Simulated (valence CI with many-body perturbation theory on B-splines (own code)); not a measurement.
# Bi XI: one-electron terms

Level of theory: relativistic CI+MBPT: five valence electrons over a frozen Dirac-Fock core [Xe] 4f14, a basis of 7 s, 7 p, 8 d, 6 f, 4 g, 1 h functions for each j, with the one-electron correlation potential Σ1, the two-electron term Σ2, the three-electron term Σ3, Breit, model QED; selected CI, second order for the rest, scaled by the run's own slope (own B-spline code, finite nucleus).

No measured levels were compared; by estimate terms of the open shell hold to 2 to 4 % of their energy, and close levels can change places. Among the levels kept, up to 1000 cm⁻¹ of a level comes from second order outside the variational space, and about a tenth of that is noise between levels of different J, which matters for small intervals. Excitations out of the core, of the other parity, are not computed and may begin above about 51.2 eV (a cautious bound); beyond it only levels of the ground parity were kept, without lifetimes.

These are the spectroscopic orbitals of the CI (the correlating ones are not listed), shaped by the core and the other valence electrons. h is the expectation value of the core's Dirac-Fock operator, without the valence repulsion; Σ1 is computed up to l = 3 at one energy for each symmetry, that of its lowest orbital but kept below the first core excitation, so for empty shells it is not the orbital's own correlation shift; Breit and QED include the response of the core.

| Orbital | h (hartree) | Σ1 (cm⁻¹) | Breit (cm⁻¹) | QED (cm⁻¹) | ⟨r⟩ (bohr) |
| --- | --- | --- | --- | --- | --- |
| 6s1/2 | -7.6928 | -11206 | 671 | 668 | 1.648 |
| 7s1/2 | -4.7059 | -3711 | 313 | 304 | 2.742 |
| 8s1/2 | -3.1917 | -1789 | 169 | 166 | 4.103 |
| 6p1/2 | -6.9836 | -9015 | 983 | 17.3 | 1.773 |
| 7p1/2 | -4.3528 | -3318 | 478 | 8.8 | 2.922 |
| 8p1/2 | -2.9895 | -1674 | 265 | 5.0 | 4.342 |
| 6p3/2 | -6.618 | -7038 | 463 | 60.1 | 1.884 |
| 7p3/2 | -4.1749 | -2757 | 235 | 30.6 | 3.055 |
| 8p3/2 | -2.8882 | -1427 | 152 | 17.6 | 4.501 |
| 5d3/2 | -9.9999 | -15667 | 846 | -237 | 1.064 |
| 6d3/2 | -5.5114 | -4441 | 299 | -52.3 | 2.162 |
| 7d3/2 | -3.6028 | -2046 | 154 | -25.3 | 3.464 |
| 5d5/2 | -9.8283 | -14621 | 300 | -151 | 1.088 |
| 6d5/2 | -5.4439 | -4345 | 143 | -28.7 | 2.192 |
| 7d5/2 | -3.5678 | -2024 | 78.5 | -13.5 | 3.502 |
| 5f5/2 | -6.6788 | -16490 | -124 | -92.2 | 1.496 |
| 6f5/2 | -4.1638 | -5116 | -36.0 | -38.4 | 2.776 |
| 5f7/2 | -6.6528 | -15101 | -245 | -77.2 | 1.505 |
| 6f7/2 | -4.1494 | -4753 | -92.7 | -31.5 | 2.788 |
| 5g7/2 | -4.3583 |  | -32.7 | -7.8 | 2.331 |
| 5g9/2 | -4.3604 |  | -36.4 | -7.2 | 2.329 |

Among the shells of the start configuration 5d5, Σ1 is largest in size for 5d3/2, where it is 0.71 % of h.

Lowest root of each symmetry, sizes in configuration state functions:

```csv
J,Parity,Roots,Reference,Variational,Second order,Change by selected CI (cm⁻¹),Change by second order (cm⁻¹)
1/2,even,14,50,31993,2179324,-15391,-119
3/2,even,20,84,31991,3587655,-14739,-361
5/2,even,25,100,30668,4713258,-11715,-439
7/2,even,21,88,29151,5098942,-13598,-808
9/2,even,15,68,29984,4313455,-13566,-745
11/2,even,8,40,30156,4980708,-13526,-388
13/2,even,4,20,31752,3568803,-13581,-237
1/2,odd,17,122,32000,2433396,-13266,-158
3/2,odd,27,210,31007,4355061,-12099,-530
5/2,odd,35,249,28977,5502035,-11933,-873
7/2,odd,32,240,28255,6623353,-12234,-1056
9/2,odd,25,189,27435,6403708,-12755,-1399
11/2,odd,15,130,28133,5689374,-12986,-1093
13/2,odd,8,74,31591,4515710,-13958,-671
15/2,odd,3,35,31612,3001275,-14857,-283
17/2,odd,1,12,28747,1589436,-11297,-246
19/2,odd,1,4,25164,1131875,-11891,-59
```
